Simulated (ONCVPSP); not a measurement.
## Before and after: ONCV potential for osmium

Os (Z = 76), optimised norm-conserving Vanderbilt (ONCV), made with ONCVPSP 4.0.1 (PBE, fully relativistic). Core [Kr] 4d10 4f14, reference 5s2 5p6 5d6 6s0.5 (charge +1.5). Waves: 5s+6s: rc 1.75 bohr, ncon 3, nbas 7, qcut 7.5 1/bohr, 2 projectors; 5p: rc 1.80 bohr, ncon 3, nbas 6, qcut 9.1 1/bohr, 2 projectors, debl 1 Ha; 5d: rc 1.70 bohr, ncon 4, nbas 8, qcut 6.3 1/bohr, 1 projector. Local part: polynomial inside 1.65 bohr (lpopt 3, dvloc0 1 Ha). Core correction: Teter function, fcfact 2.75, rcfact 1.75.

Open shells are filled in proportion to 2j + 1.

In the p channel the program set the typed energies aside and used -2.204, 0.250 Ha (j = l + 1/2; the other j can differ).

All-electron outer shells of the reference configuration (PBE, scalar-relativistic, ld1.x):

```csv
shell,level (eV),outermost node (bohr),outermost maximum (bohr)
5s,-104.03,0.51,0.91
4f,-64.44,–,0.40
5p,-63.36,0.55,1.03
5d,-18.43,0.60,1.34
6s,-16.90,1.20,2.36
```

Change: core correction Teter function, fcfact 5.3, rcfact 1.75.

Cutoffs: the cutoffs (Ha) at which the residual kinetic energy of the hardest occupied pseudo-wave falls to 1 and 0.1 mHa per electron; they do not see the model core or the augmentation charge, which bear on the density cutoff. Errors are all-electron minus pseudo energies relative to the spin-unpolarised reference configuration.

What does the change do?

The potential gets neither clearly harder nor softer (21 Ha and 27 Ha → 21 Ha and 27 Ha); of the 4 tests that both files solve, the error grows in 4 and shrinks in 0 by more than 15 % and 0.3 meV (median size 2.4 → 4.3 meV); neither file shows a bound ghost. A model core, the more so a compact one, raises the density cutoff, which this test does not measure.

| quantity | base | changed |
| --- | --- | --- |
| cutoff, loose | 21 Ha | 21 Ha |
| cutoff, tight | 27 Ha | 27 Ha |
| bound ghosts | none | none |
| GHOST(+) flags under 300 eV | none | none |
| error for 5s2 5p6 5d6 6s2, meV [ΔE -17.09 eV] | -13 | -22 |
| error for 5s2 5p6 5d6 6s1, meV [ΔE -7.50 eV] | -2.1 | -3.6 |
| error for 5s2 5p6 5d6 6s0, meV [ΔE 9.42 eV] | -2.7 | -5.0 |
| error for 5s2 5p6 5d6 6s0 6p2, meV [ΔE -6.74 eV] | -0.6 | -1.8 |
| s: phases at 1.78 bohr within 0.05 rad from the reference energy up to (Ha; the scan ends near 5) | to the end of the scan | to the end of the scan |
| p3/2: phases at 1.82 bohr within 0.05 rad from the reference energy up to (Ha; the scan ends near 5) | to the end of the scan | to the end of the scan |
| p1/2: phases at 1.82 bohr within 0.05 rad from the reference energy up to (Ha; the scan ends near 5) | to the end of the scan | to the end of the scan |
| d5/2: phases at 1.73 bohr within 0.05 rad from the reference energy up to (Ha; the scan ends near 5) | to the end of the scan | to the end of the scan |
| d3/2: phases at 1.73 bohr within 0.05 rad from the reference energy up to (Ha; the scan ends near 5) | 3.6 | 3.6 |
| rms error of d²Exc/dni dnj with the model core, mHa | 2.56 | 2.56 |

Base: These tests converged, but a pseudo level misses the all-electron one widely, so the file describes the atom poorly there or has found another state: 5s2 5p6 5d6 6s0 6p2: empty 6s by 12.5 eV. Changed file: These tests converged, but a pseudo level misses the all-electron one widely, so the file describes the atom poorly there or has found another state: 5s2 5p6 5d6 6s0 6p2: empty 6s by 12.5 eV.
